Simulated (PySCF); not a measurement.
Computed IR spectrum (relative IR intensity) of a molecule C2H6OSi. The structure is a stationary point at B3LYP-D3(BJ)/def2-SVP. The values are those of a single conformer. Method: B3LYP-D3(BJ)/def2-SVP run with PySCF. Frequencies are harmonic and unscaled.

ν (cm⁻¹): 31 (vw), 142 (vw), 392 (w), 429 (w), 593 (m), 777 (w), 879 (m), 900 (vs), 913 (w), 947 (m), 1274 (w), 1388 (w), 1430 (w), 1782 (s), 2204 (vs), 2787 (vs) (against the strongest line: vs over 80 %, s over 45 %, m over 15 %, w over 4 %, vw less)

**Question.** Which molecule gave these data?
A) C[SiH2]C=O
B) CO[Si]C
C) C=CO[SiH3]
D) CC(=O)[SiH3]

**Answer.** A, C[SiH2]C=O
